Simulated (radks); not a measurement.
The tellurium ion Te2+, configuration [Kr] 4d10 5s2 5p2.

Calculated with a radial shooting solver on a logarithmic mesh with Libxc functionals: scalar-relativistic Kohn-Sham, PBEsol, spin-polarised, spherical densities, finite nucleus; open shells are filled with parallel spins first (spin-orbit coupling, left out, can overturn this in heavy ions); Fermi nuclear charge, rms radius 4.7423 fm.

Energy parts (eV):
| part | energy |
|---|---|
| total | -184775.987 |
| kinetic | 193574.808 |
| electron-nucleus | -446099.757 |
| Hartree | 72430.952 |
| exchange-correlation | -4681.989 |

Orbitals (lengths in bohr, moments of r in powers of bohr):
orbital,occ.,eigenvalue (eV),<r^2>,<1/r>,<r>
1s up,1,-31630.58,0.001049,55.55,0.02782
1s down,1,-31630.51,0.001049,55.55,0.02782
2s up,1,-4867.416,0.01695,12.71,0.1199
2s down,1,-4867.386,0.01695,12.71,0.1199
2p up,3,-4372.405,0.01340,12.18,0.1048
2p down,3,-4372.350,0.01340,12.18,0.1048
3s up,1,-983.9988,0.1188,4.542,0.3223
3s down,1,-983.9388,0.1187,4.542,0.3223
3p up,3,-823.0758,0.1191,4.321,0.3204
3p down,3,-823.0082,0.1191,4.321,0.3204
3d up,5,-579.5072,0.1044,4.087,0.2969
3d down,5,-579.4439,0.1044,4.087,0.2969
4s up,1,-183.5706,0.6609,1.823,0.7646
4s down,1,-183.4348,0.6606,1.823,0.7645
4p up,3,-133.6606,0.7692,1.665,0.8211
4p down,3,-133.5128,0.7677,1.665,0.8205
4d up,5,-60.9948,1.108,1.369,0.9710
4d down,5,-60.7178,1.094,1.375,0.9658
5s up,1,-33.5045,4.387,0.6556,1.977
5s down,1,-31.7638,4.344,0.6632,1.964
5p up,2,-23.1025,6.099,0.5498,2.326
5p down,0,-21.2313,6.194,0.5499,2.339

The highest occupied level is 5p up at -23.103 eV. Spin moment in Bohr magnetons: 2. The electron density at the nucleus is 2.347e+05 e/bohr^3 (large components only). The density falls to 0.001 e/bohr^3 at r = 3.90 bohr. The spin density at the nucleus is -2.549 e/bohr^3 (1s -0.286, 2s 0.079, 3s 0.030, 4s 0.127, 5s -2.499). Summed over all electrons, <r^2> = 39.98 bohr^2, which gives a Langevin (diamagnetic) susceptibility term of -31.7 x 10^-6 cm^3/mol. For comparison, the ionisation energy in NIST's Atomic Spectra Database is 27.84 eV (measured). In exact Kohn-Sham theory the highest level is minus the ionisation energy, but local and semilocal functionals leave it too shallow, through self-interaction and a potential that decays too fast; potentials with the right tail come closer.
